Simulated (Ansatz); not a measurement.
Species: C$_{3}$H$_{9}$BN, charge 0, multiplicity 2. It need not be the lowest isomer of its formula. 
Structure (B3LYP-D3(BJ)/def2-TZVP (Ansatz, a first-principles code) minimum search):
```
B
N 1 1.4241
H 2 1.0102 1 117.14
C 2 1.3734 3 114.08 1 -180.00
H 4 1.0762 2 119.07 3 180.00
H 4 1.0772 5 121.38 2 -180.00
C 1 1.5757 2 118.47 3 0.00
H 7 1.0935 1 114.55 2 0.00
H 7 1.0955 8 107.63 1 123.41
H 7 1.0955 8 107.63 9 113.18
C 1 1.5777 2 119.22 3 180.00
H 11 1.0908 1 112.61 2 -180.00
H 11 1.0956 12 107.52 1 123.16
H 11 1.0956 12 107.52 13 113.69
```
Charge 0, spin multiplicity 2.

Wanted: atomisation energy (electronic, to ground-state atoms), in kJ/mol. Cores are frozen in the correlated levels unless marked. Open shells are spin-unrestricted. No spin-orbit coupling. No relativistic terms. The coupled-cluster limit lacks core correlation, which all-electron functionals hold. Basis-set limits of correlation are two-point, X^-3; Hartree-Fock from the larger set.

```csv
level,program,atomisation energy (kJ/mol)
PBE-D3(BJ)/def2-TZVPD,Ansatz + dftd3,5557.2
BLYP/def2-TZVPD,Ansatz,5391.2
r2SCAN-D3(BJ)/def2-TZVPD,Ansatz + dftd3,5463.8
r2SCAN-D4/def2-TZVPD,Ansatz + dftd4,5462.7
B3LYP-D3(BJ)/def2-TZVPD,Ansatz + dftd3,5469.4
B3LYP/def2-TZVPD,Ansatz,5426.9
BHLYP-D4/def2-TZVPD,Ansatz + dftd4,5334.8
BHLYP/def2-TZVPD,Ansatz,5308.6
HSE06-D3(BJ)/def2-TZVPD,Ansatz + dftd3,5482.2
CAM-B3LYP-D3(BJ)/def2-TZVPD,Ansatz + dftd3,5481.7
LC-wPBE-D3(BJ)/def2-TZVPD,Ansatz + dftd3,5464.8
wB97X-V/def2-TZVPD,Ansatz,5440.9
B2GP-PLYP-D3(BJ)/def2-TZVPD,Ansatz + dftd3,5377.0
B2GP-PLYP/def2-TZVPD,Ansatz,5363.2
PBE-QIDH/def2-TZVPD,Ansatz,5400.7
RPA@PBE/cc-pVTZ,Ansatz,5091.4
MP2/STO-3G,Ansatz,5530.9
MP2/6-31G*,Ansatz,4985.9
SCS-MP2/6-31G*,Ansatz,4951.2
CCSD(T)/cc-pVTZ,Ansatz,5292.4
"CCSD(T)/CBS(cc-pVTZ,cc-pVQZ)",Ansatz,5413.1
```
